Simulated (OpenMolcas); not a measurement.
# Pd2+: ligand-field states by method

Pd2+ with its 8 nearest fluoride ions at 2.323 Å, on the Ca site of CaF2 (a = 5.46294 Å, distance in the model lattice 2.366 Å). The rest of the host is ab initio model potentials to 7.6 Å and point charges beyond; the distance is set by hand and nothing relaxes. Ligand basis ANO-RCC-VDZP.
```
Pd    0.0000    0.0000    0.0000
F     1.3412    1.3412    1.3412
F     1.3412    1.3412   -1.3412
F     1.3412   -1.3412    1.3412
F     1.3412   -1.3412   -1.3412
F    -1.3412    1.3412    1.3412
F    -1.3412    1.3412   -1.3412
F    -1.3412   -1.3412    1.3412
F    -1.3412   -1.3412   -1.3412
```

```yaml
Program: OpenMolcas 26.06
Basis: ANO-RCC-VDZP [6s5p3d1f]
Scalar_Hamiltonian: DKH2, point nucleus
Active_space: 8 electrons in 5 orbitals (4d)
State_averaging: 2S+1 = 3 even, 10 roots; 2S+1 = 1 even, 15 roots
Spin-orbit_coupling: state interaction with AMFI integrals over the reference wave functions
```

I. CASSCF
II. SS-CASPT2, IPEA 0.25 Eh, imaginary shift 0.1 Eh (closed shells correlated: 4s 4p and the ligand valence shells)

Spin-free states (labels of O, the rotations of Oh) in cm-1, each column counted from its own energy of the first state listed:

```
State  Degeneracy      I     II
  3T1           3      0      0
  3T2           3   5584   7010
  3A2           1  12042  15590
  1T2           3  12906   9570
   1E           2  13403  10530
  3T1           3  18088  17070
  1T2           3  21114  18990
  1A1           1  23134  19910
  1T1           3  23316  22020
   1E           2  27097  28070
  1A1           1  50076  44130
```

From I to II, I's first state of the same spin (3T2) moves from 5584 to 7010 cm-1, by about +1400 cm-1.

From I to II, I's first state of another spin (1T2) moves from 12906 to 9570 cm-1, by about -3300 cm-1.

I: A least-squares ligand-field fit to the states below 45000 cm-1, each weighted by its degeneracy and with a free common offset, gives 10Dq = -6492 cm-1 (negative for this site), B = 893 cm-1 and C = 3534 cm-1 (C/B = 3.96), with an rms deviation of 48 cm-1. The same method and metal basis give the free ion B = 935 cm-1 (fit to its terms below 60000 cm-1, rms deviation 8 cm-1), so the nephelauxetic ratio is β = 893 / 935 = 0.96; it hangs on how both fits weigh the states, and computed free-ion B values tend to be too large, so β mixes covalency with correlation.

II: A least-squares ligand-field fit to the states below 45000 cm-1, each weighted by its degeneracy and with a free common offset, gives 10Dq = -8659 cm-1 (negative for this site), B = 734 cm-1 and C = 2747 cm-1 (C/B = 3.74), with an rms deviation of 334 cm-1. The same method and metal basis give the free ion B = 871 cm-1 (fit to its terms below 60000 cm-1, rms deviation 524 cm-1), so the nephelauxetic ratio is β = 734 / 871 = 0.84; it hangs on how both fits weigh the states, and computed free-ion B values tend to be too large, so β mixes covalency with correlation.

From I to II, 10Dq changes by +33 %, B by -18 % and C by -22 %.

χT at 300 K: I 1.60, II 1.47 cm3 K/mol.

Roots that are degenerate in the reference are averaged as groups; the widest CASPT2 spread within a group is 570 cm-1 (the 3-fold group of multiplicity 1 near 22000 cm-1 above the lowest state of its run, II). Shifts and gaps below about the spread of the groups concerned are not significant. Over all roots computed the reference weight is 0.68 to 0.69 in II; a low but even weight reflects the number of correlated electrons. An orbital triplet at a regular site is open to Jahn-Teller coupling, which can distort the site and quench the lowest spin-orbit gaps and is left out. Real 4d8 and 5d8 ions are as a rule square planar and diamagnetic. Ligand-to-metal charge-transfer states are missing. With no ligand orbital active B as a rule stays too high, so bands that hang on it stand too high and its fall with covalency is understated. Without dynamic correlation the repulsion within the d shell is too large (B by tens of per cent), so at a given field states of lower spin stand too high (holds for I). With metal d orbitals alone the field can be off either way by tens of per cent (holds for I). With one d shell and no ligand orbital active, 10Dq can be off by a tenth or more (holds for II). Free-ion shares, where given, are those of the reference states; single-state CASPT2 does not remix them (holds for II). No measured value stands beside these numbers; the geometry was set by hand and not optimised.
